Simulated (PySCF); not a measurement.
## UHF on Kr (krypton, neutral)

Configuration: [Ar] 3d10 4s2 4p5 5s1, high-spin 3P determinant (an excited configuration). Computed with PySCF 2.14 in aug-cc-pVTZ-PP with one added diffuse shell each of s, d, f type with ECP10MDF (7s5p5d3f, 68 functions), with scalar relativity through the core potential.

- Total energy: -461.855079 hartree
- One-electron energy: -802.8112 hartree
- Hartree (Coulomb) energy: 372.7383 hartree
- Exchange energy: -31.7821 hartree
- ⟨S²⟩: 2.0079
- ⟨L²⟩: 2.053
- Sum of ⟨r⟩: 27.82 bohr
- Sum of ⟨r²⟩: 68.26 bohr²
- Traceless quadrupole moment −½Σ⟨3z² − r²⟩ along its main axis: -0.0132 e·bohr²

```
shell  electrons  mean orbital energy (eV)  spread (eV)  rms radius, mean of both spins (bohr)
 3s α          1                   -300.83            0                                  0.567
 3s β          1                   -300.46            0                                  0.567
 3p α          3                   -237.62        0.822                                  0.583
 3p β          3                   -237.24        0.055                                  0.583
 3d α          5                   -108.80        0.758                                  0.605
 3d β          5                   -108.56        0.346                                  0.605
 4s α          1                   -39.158            0                                   1.66
 4s β          1                   -35.759            0                                   1.66
 4p α          3                   -20.250        2.098                                   1.99
 4p β          2                   -18.877            0                                   1.99
 5s α          1                    -3.736            0                                   6.05
```

Energies and moments cover only the electrons outside the core potential. The outer electron is Rydberg-like, and this basis confines it to a smaller radius and binds it less than a complete one would.
